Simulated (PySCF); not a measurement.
Input for PySCF:
```python
from pyscf import gto, scf, dft

mol = gto.M(
    atom='''
F    -0.843028   -1.170729   -0.507699
As    0.013194   -0.005516    0.423912
F     1.416347   -0.120513   -0.564356
F    -0.621699    1.311469   -0.482288
''',
    basis='pcseg-1',
    charge=0,
    spin=0,
    verbose=4,
)

mf = dft.RKS(mol)
mf.xc = 'camb3lyp'
mf.kernel()
```

Task: What does this run give for the HOMO-LUMO gap, Mulliken (on the basis functions themselves) charges in atom order, number of basis functions, nuclear repulsion energy, HOMO energy, dipole moment?

Result: 
```json
{
  "HOMO-LUMO gap": "11.46 eV",
  "Mulliken (on the basis functions themselves) charges in atom order": "F1 -0.42, As2 1.27, F3 -0.42, F4 -0.42",
  "number_of_basis_functions": "69",
  "nuclear_repulsion_energy": "325.7080 Eh",
  "HOMO energy": "-11.56 eV",
  "dipole_moment": "3.05 D"
}
```
